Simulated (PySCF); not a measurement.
Core-level binding energies of `CC#C[C@H]1C=C1F`

C6H5F.
Geometry (GFN2-xTB, Å), atoms numbered from 1 in this order:
```
atom  x, y, z in Å
C1     2.6401   -0.0867    0.3390
C2     1.2408   -0.0039   -0.0174
C3     0.0825    0.0697   -0.3227
C4    -1.3049    0.1614   -0.6758
C5    -2.3457   -0.6977    0.0574
C6    -2.3170    0.5630    0.3445
F7    -2.7933    1.5816    1.0309
H8     3.2046   -0.5540   -0.4677
H9     2.7586   -0.6818    1.2444
H10    3.0392    0.9119    0.5174
H11   -1.4732    0.4133   -1.7215
H12   -2.7304   -1.6775    0.1895
```

Computed, not measured: delta-SCF UKS SCAN, pcX-2 on the ionised atom, pcseg-1 elsewhere, spin-free X2C (PySCF 2.14.0). Binding energies are ΔSCF values: E(core-ionised, relaxed orbitals) − E(ground state) at a fixed geometry, referred to the vacuum level.

List the computed XPS lines with their assignment.

```tsv
atom(s)	bonded to	level	binding energy (eV)	above the level's lowest (eV)	count
F7	C	F 1s	693.58	0.00	1
C6	F, C (double bond) and C	C 1s	293.12	+3.28	1
C4	3 C and H	C 1s	292.01	+2.17	1
C1	C and 3 H	C 1s	291.45	+1.61	1
C5	C (double bond), C and H	C 1s	290.84	+1.00	1
C2	C (triple bond) and C	C 1s	289.96	+0.12	1
C3	C (triple bond) and C	C 1s	289.84	0.00	1
```

Lowest listed C 1s: C3, bonded to C (triple bond) and C. Highest, 3.28 eV above it: C6, bonded to F, C (double bond) and C. Summing the Pauling electronegativity differences to the bonded atoms, each weighted by its formal bond order, gives 0.00 for the lowest site and +1.43 for the highest; no listed site has a larger sum than the highest. The smallest sum, -1.05, belongs to C1, 1.61 eV above the lowest.

What is the C 1s shift of C4 against C6?

292.01 − 293.12 = -1.11 eV, or -107 kJ/mol.

Give the binding energy of C 1s of C5 in hartree and in kJ/mol.

290.84 eV = 10.6882 Eh = 28062 kJ/mol.

Isolated species at its GFN2-xTB geometry, gas phase.
